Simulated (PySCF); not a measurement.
Ag (SMILES [Ag+]), charge +1, singlet (core potentials on Ag); BLYP/def2-SVPD in PySCF.

PySCF was given this input:
```python
from pyscf import gto, scf, dft

mol = gto.M(
    atom='''
Ag    0.00000000    0.00000000    0.00000000
''',
    basis='def2-svpd',
    ecp={'Ag': 'def2-svpd'},
    charge=1,
    verbose=4,
)

mf = dft.RKS(mol)
mf.xc = 'blyp'
mf.kernel()
```

The log (banner, timings and long lists left out):

```
PySCF version 2.14.0

[INPUT] verbose = 4
[INPUT] num. atoms = 1
[INPUT] num. electrons = 18
[INPUT] charge = 1
[INPUT] spin (= nelec alpha-beta = 2S) = 0
[INPUT] symmetry False subgroup None
[INPUT] Mole.unit = angstrom
[INPUT] Symbol           X                Y                Z      unit          X                Y                Z       unit  Magmom
[INPUT]  1 Ag     0.000000000000   0.000000000000   0.000000000000 AA    0.000000000000   0.000000000000   0.000000000000 Bohr   0.0

nuclear repulsion = 0
number of shells = 12
number of NR pGTOs = 60
number of NR cGTOs = 34
basis = def2-svpd
ecp = {'Ag': 'def2-svpd'}

******** <class 'pyscf.dft.rks.RKS'> ********
method = RKS
initial guess = minao
damping factor = 0
level_shift factor = 0
DIIS = <class 'pyscf.scf.diis.CDIIS'>
diis_start_cycle = 1
diis_space = 8
diis_damp = 0
SCF conv_tol = 1e-09
SCF conv_tol_grad = None
SCF max_cycles = 50
direct_scf = True
direct_scf_tol = 1e-13
XC library pyscf.dft.libxc version 7.1.2
    S. Lehtola, C. Steigemann, M. J. T. Oliveira, and M. A. L. Marques,  SoftwareX 7, 1–5 (2018)
XC functionals = blyp
    A. D. Becke,  Phys. Rev. A 38, 3098 (1988)
    C. Lee, W. Yang, and R. G. Parr,  Phys. Rev. B 37, 785 (1988)
    B. Miehlich, A. Savin, H. Stoll, and H. Preuss,  Chem. Phys. Lett. 157, 200 (1989)
radial grids:
    Treutler-Ahlrichs [JCP 102, 346 (1995); DOI:10.1063/1.469408] (M4) radial grids

becke partition: Becke, JCP 88, 2547 (1988); DOI:10.1063/1.454033
pruning grids: <function nwchem_prune>
grids dens level: 3
symmetrized grids: False
atomic radii adjust function: <function treutler_atomic_radii_adjust>
small_rho_cutoff = 0
Set gradient conv threshold to 3.16228e-05
Initial guess from minao.
tot grids = 22440
init E= -134.642952966062
  HOMO = -1.33782748074068  LUMO = -0.760060387526565  gap/eV = 15.72184
cycle= 1 E= -146.110003948874  delta_E= -11.5  |g|= 1.34  |ddm|= 2.89

WARN: HOMO -0.233460826760691 == LUMO -0.233460826760688

cycle= 2 E= -143.730717535791  delta_E= 2.38  |g|= 3.65  |ddm|= 4.38
  HOMO = -0.602131781154296  LUMO = -0.443428649773902  gap/eV = 4.31853
cycle= 3 E= -146.6093532978  delta_E= -2.88  |g|= 0.0661  |ddm|=  3.4
  HOMO = -0.565128996630627  LUMO = -0.421360831216983  gap/eV = 3.91213
cycle= 4 E= -146.610257131839  delta_E= -0.000904  |g|= 0.0238  |ddm|= 0.13
  HOMO = -0.570252661544304  LUMO = -0.422474919231415  gap/eV = 4.02124
cycle= 5 E= -146.610378547119  delta_E= -0.000121  |g|= 0.0036  |ddm|= 0.0238
  HOMO = -0.570837615556214  LUMO = -0.422640568986365  gap/eV = 4.03265
cycle= 6 E= -146.610381139628  delta_E= -2.59e-06  |g|= 0.000892  |ddm|= 0.00266
  HOMO = -0.570997019903681  LUMO = -0.422690362876355  gap/eV = 4.03563
cycle= 7 E= -146.610381303785  delta_E= -1.64e-07  |g|= 9.27e-06  |ddm|= 0.000808
  HOMO = -0.570995387006373  LUMO = -0.422689855212594  gap/eV = 4.03560
cycle= 8 E= -146.610381303803  delta_E= -1.79e-11  |g|= 1.96e-07  |ddm|= 9.07e-06
  HOMO = -0.570995468595551  LUMO = -0.422689877291061  gap/eV = 4.03560
Extra cycle  E= -146.610381303803  delta_E=    0  |g|= 2.34e-07  |ddm|= 5.26e-07
converged SCF energy = -146.610381303803
```
